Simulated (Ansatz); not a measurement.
Cost and result for the atomization energy of `C/C=C/[SiH2][SiH3]` (15 atoms, 14 bonds).

Z-matrix (Å, degrees):
```
C
C 1 1.489
H 1 1.091 2 111.6
H 1 1.095 2 110.8 3 -121.1
H 1 1.095 2 110.7 3 121.0
C 2 1.333 1 125.6 3 -0.3
H 2 1.090 1 115.5 3 179.6
Si 6 1.856 2 123.4 1 -178.6
H 6 1.091 2 117.8 1 -0.2
Si 8 2.343 6 110.9 2 114.2
H 8 1.491 6 111.0 2 -125.6
H 8 1.490 6 108.9 2 -6.4
H 10 1.489 8 110.5 6 -62.6
H 10 1.489 8 111.2 6 176.9
H 10 1.490 8 110.2 6 56.8
```

The species carries charge 0 and has multiplicity 1. The structure was optimised at the PBE0-D4/def2-TZVP level. It is one conformer, not always the lowest. Program: Ansatz. All runs use 4 threads of an Arm Neoverse V1 on a shared host. Times are those of one run each, without the atoms' runs, and a repeat can differ threefold. Electronic energies, without spin–orbit coupling; frozen cores. CCSD(T)/CBS adds CCSD(T) − MP2 in def2-TZVPP to the MP2 limit, and its time is that of the two runs behind it. T1 = 0.012. B3LYP takes the VWN-RPA correlation (the form of Gaussian; ORCA's B3LYP/G).

CCSD(T)/CBS is a level of theory with its own doubt, some kJ/mol a heavy atom from the limit and from the frozen cores, so smaller differences don't rank the functionals.

```tsv
level	functions	wall time
PBE-D4/def2-TZVPP (with forces)	317	4.1 s
PBE0-D4/def2-TZVPP	317	5 s
r2SCAN-D4/def2-TZVPP (with forces)	317	7.5 s
B3LYP-D4/def2-TZVPP (with forces)	317	8.5 s
B2PLYP/def2-TZVPP	317	9.5 s
ωB97X-V/def2-TZVPP	317	13 s
ωB97M-V/def2-TZVPP (with forces)	317	19 s
MP2/def2-QZVPP	611	48 s
CCSD(T)/def2-TZVPP	317	22 min
CCSD(T)/CBS(def2)	–	23 min
```

Question: What atomization energy does each give, and how far from CCSD(T)/CBS? (Estimate.)

Answer: The calculation gave: 
| level | atomization (kJ/mol) | difference from CCSD(T)/CBS | per bond |
| --- | --- | --- | --- |
| PBE-D4/def2-TZVPP (with forces) | 5409.1 | 43.2 | 3.1 |
| PBE0-D4/def2-TZVPP | 5367.8 | 1.9 | 0.1 |
| r2SCAN-D4/def2-TZVPP (with forces) | 5375.6 | 9.7 | 0.7 |
| B3LYP-D4/def2-TZVPP (with forces) | 5374.3 | 8.4 | 0.6 |
| B2PLYP/def2-TZVPP | 5307.2 | -58.7 | -4.2 |
| ωB97X-V/def2-TZVPP | 5387.9 | 22.0 | 1.6 |
| ωB97M-V/def2-TZVPP (with forces) | 5372.0 | 6.1 | 0.4 |
| MP2/def2-QZVPP | 5325.8 | -40.1 | -2.9 |
| CCSD(T)/def2-TZVPP | 5245.6 | -120.3 | -8.6 |
| CCSD(T)/CBS(def2) | 5365.9 | 0.0 | 0.0 |

The D4 term adds +49.9 kJ/mol with B3LYP and +26.6 kJ/mol with PBE0; it sums over pairs of atoms, weighted by their polarisabilities, and B3LYP, whose exchange is more repulsive, gets the larger term. From PBE to PBE0 (25 % exact exchange), in def2-TZVPP and without D4, the atomization energy moves by −36.6 kJ/mol: exact exchange takes away binding that semilocal exchange gives to molecules. In def2-TZVPP, CCSD(T) changes the Hartree–Fock value by +1154.7 kJ/mol (the triples alone add +59.7 kJ/mol) and MP2 by +1163.8 kJ/mol; breaking electron pairs costs correlation energy, which Hartree–Fock lacks.
